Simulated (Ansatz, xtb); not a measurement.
**AlH6SiSn: where a starting geometry ends**

The starting geometry of this gas-phase doublet was built from a drawn formula by distance geometry and a force field; its bonds are those of `[AlH][SiH2][SnH3]`.

```json
{"atom": "Al", "x (Å)": "-1.9857", "y (Å)": "-1.8743", "z (Å)": "0.6808"}
{"atom": "Si", "x (Å)": "-0.6415", "y (Å)": "-0.0778", "z (Å)": "-0.0908"}
{"atom": "Sn", "x (Å)": "1.5533", "y (Å)": "-0.1104", "z (Å)": "1.1394"}
{"atom": "H", "x (Å)": "-1.3755", "y (Å)": "-2.9027", "z (Å)": "1.8122"}
{"atom": "H", "x (Å)": "-1.3615", "y (Å)": "1.2026", "z (Å)": "0.2420"}
{"atom": "H", "x (Å)": "-0.4213", "y (Å)": "-0.2335", "z (Å)": "-1.5100"}
{"atom": "H", "x (Å)": "2.3966", "y (Å)": "-1.6229", "z (Å)": "0.8517"}
{"atom": "H", "x (Å)": "2.5147", "y (Å)": "1.2193", "z (Å)": "0.5820"}
{"atom": "H", "x (Å)": "1.2331", "y (Å)": "0.0372", "z (Å)": "2.8872"}
```

Problem. Predict what becomes of its bonds when it is optimised with r2SCAN-D4/def2-SVP.

Solution. It keeps its bonds, and is `[AlH][SiH2][SnH3]`.

The energy falls by 0.18 eV over 8 steps:

```csv
step,E − E(last) (eV)
1,0.184
2,0.047
3,0.005
4,0.003
5,0.001
6,0.001
7,0.000
8,0.000
```

Final geometry (Å):

```xyz
9

Al   -2.1429   -1.9823    0.6700
Si   -0.6622   -0.1311   -0.0270
Sn    1.6319   -0.0457    1.1510
H    -1.6450   -3.0338    1.7787
H    -1.3619    1.1782    0.2025
H    -0.4261   -0.2176   -1.5082
H     2.4920   -1.5032    0.8675
H     2.6078    1.2616    0.6134
H     1.4185    0.1115    2.8465
```

From the same start GFN2-xTB ends elsewhere, differing in Al1–Sn3 (2.89 against 4.27 Å here), Al1–H7 (1.68 against 4.66 Å here), Al1–H9 (1.61 against 4.67 Å here), Sn3–H7 (2.37 against 1.72 Å here), Sn3–H9 (2.97 against 1.72 Å here).

No frequencies were run, so the end isn't proven a minimum. Open shells are spin-unrestricted. Atoms past krypton carry core potentials, without spin–orbit terms. Run with Ansatz 0.2.0, 61 s on 2 threads of Arm Neoverse V2, on a shared host.
